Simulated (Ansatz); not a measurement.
**Molecular dynamics of Cl3H4NOTi**

Input file:

```yaml
crystal:
  periodic: [false, false, false]
  atoms:
    - { symbol: Ti, position_ang: [0.283442, -0.358201, -0.041251] }
    - { symbol: O, position_ang: [0.464426, 0.150074, 2.009341] }
    - { symbol: H, position_ang: [-0.342729, 0.504189, 2.429044] }
    - { symbol: Cl, position_ang: [2.0315, 0.701094, -0.799749] }
    - { symbol: Cl, position_ang: [-1.579409, 0.866668, 0.022707] }
    - { symbol: Cl, position_ang: [-0.310685, -1.718374, -1.690201] }
    - { symbol: "N", position_ang: [0.842354, -1.981796, 1.107145] }
    - { symbol: H, position_ang: [0.261881, -2.817337, 0.954487] }
    - { symbol: H, position_ang: [1.815207, -2.255857, 0.899782] }
    - { symbol: H, position_ang: [0.620313, -0.95496, 2.076297] }
basis:
  gaussian: { orbitals: def2-SVP }
hamiltonian:
  xc: pbe
  dispersion: d4
md:
  timestep: 0.5
  n_steps: 200
  ensemble: nve
  temperature: 100.0
  initial_velocities: maxwell_boltzmann
  seed: 7348
```

Run as:

```bash
$ ansatz run input.yaml --threads 4 --pin off --max-ram 5120MiB --backend cpu --events-out ev --progress --plain --runs-dir out
```

It starts at the highest image of a converged band, a first-order saddle point between two minima.

Output, in part (step lines, the closing report, with atoms numbered from 0):

```
md step     0: t =     0.00 fs  T =   100.0 K  F+E_penalty+E_count = -64249.89918725 eV  E_kin = 0.103408 eV  conserved = -64249.79577925 eV  (52 SCF iters)
[... lines left out ...]
Total energy: -64250.34048284 eV, -2361.1564622996 hartree
Atom 0 at     0.205181    -0.241944     0.173968 Å, force     0.126078    -0.554537    -4.413285 eV/Å
Atom 1 at     0.383188    -0.090613     1.866094 Å, force    -0.363060     0.336028     2.861749 eV/Å
Atom 2 at    -0.202739     0.654905     2.139458 Å, force     0.182376     0.004039     0.335627 eV/Å
Atom 3 at     1.979385     0.745118    -0.766709 Å, force    -0.360530    -0.143551     0.366367 eV/Å
Atom 4 at    -1.616521     1.084286    -0.286873 Å, force     0.747463    -0.409553     0.500835 eV/Å
Atom 5 at    -0.296056    -1.816107    -1.415864 Å, force    -0.680242     0.129346    -0.336670 eV/Å
Atom 6 at     1.258840    -2.371635     0.678719 Å, force     1.957425     1.476699     2.092111 eV/Å
Atom 7 at     0.611431    -3.099531     0.902705 Å, force    -1.093547    -0.839326     0.314373 eV/Å
Atom 8 at     1.815936    -2.753068    -0.061472 Å, force     0.363923    -0.205450    -1.417208 eV/Å
Atom 9 at     1.971990    -2.374088     1.463247 Å, force    -0.879887     0.206305    -0.303899 eV/Å
Dipole moment:     0.367952    -0.630374     0.853652 e Å
```

The steps, from the saved trajectory:

| time (fs) | T (K) | potential energy less start (eV) | conserved less start (meV/atom) |
| --- | --- | --- | --- |
| 0 | 100 | 0.000 | 0.00 |
| 3 | 91 | 0.009 | 0.01 |
| 6 | 84 | 0.016 | 0.01 |
| 9 | 82 | 0.019 | 0.00 |
| 12 | 71 | 0.030 | 0.01 |
| 15 | 68 | 0.033 | 0.01 |
| 18 | 74 | 0.026 | 0.01 |
| 21 | 100 | 0.000 | 0.02 |
| 24 | 189 | -0.092 | 0.00 |
| 27 | 251 | -0.156 | -0.03 |
| 30 | 375 | -0.286 | -0.11 |
| 33 | 389 | -0.299 | 0.04 |
| 36 | 581 | -0.499 | -0.13 |
| 39 | 624 | -0.541 | 0.07 |
| 42 | 753 | -0.676 | -0.06 |
| 45 | 765 | -0.688 | -0.05 |
| 48 | 674 | -0.593 | 0.04 |
| 51 | 586 | -0.504 | -0.13 |
| 54 | 389 | -0.299 | 0.05 |
| 57 | 441 | -0.353 | -0.05 |
| 60 | 592 | -0.511 | -0.15 |
| 63 | 617 | -0.535 | 0.00 |
| 66 | 686 | -0.607 | -0.13 |
| 69 | 628 | -0.547 | -0.07 |
| 72 | 556 | -0.472 | -0.02 |
| 75 | 523 | -0.438 | -0.08 |
| 78 | 477 | -0.390 | -0.01 |
| 81 | 508 | -0.422 | -0.04 |
| 84 | 553 | -0.469 | -0.03 |
| 87 | 647 | -0.566 | -0.04 |
| 90 | 736 | -0.658 | -0.04 |
| 93 | 747 | -0.669 | -0.04 |
| 96 | 686 | -0.607 | -0.07 |
| 99 | 535 | -0.449 | 0.03 |

The run went to its last step. The conserved energy stayed within 0.2 meV per atom of its start (net change -0.022 meV per atom), so the integration is sound. The kinetic energy rose, since the run started high on the potential surface and went downhill. A run of 0.1 ps of so small a system gives no equilibrium averages. The orbitals stay closed-shell, which can raise the energy where a bond breaks towards radicals; this wasn't checked here.

Between its relaxed ends the band would form O2–H10 and break N7–H10. These pairs go: O2–H10 1.12 → 2.81 Å, N7–H10 1.43 → 1.06 Å. In the last frame they stand as before the step (other bonds may differ from the relaxed reactants and products). Also parted: Ti1–H10 2.23 → 3.05 Å. It ends as one piece, Cl3H4NOTi. Pairs count as bonded within 1.25 times the sum of covalent radii (0.12 Å more for H–H).

Last frame:

```xyz
10
Properties=species:S:1:pos:R:3
Ti 0.205 -0.242 0.174
O 0.383 -0.091 1.866
H -0.203 0.655 2.139
Cl 1.979 0.745 -0.767
Cl -1.617 1.084 -0.287
Cl -0.296 -1.816 -1.416
N 1.259 -2.372 0.679
H 0.611 -3.099 0.903
H 1.816 -2.753 -0.061
H 1.972 -2.374 1.463
```

Time of the run: 6.6 min on 4 threads of Arm Neoverse V2, with other jobs on the host, peak memory 0.23 GiB.
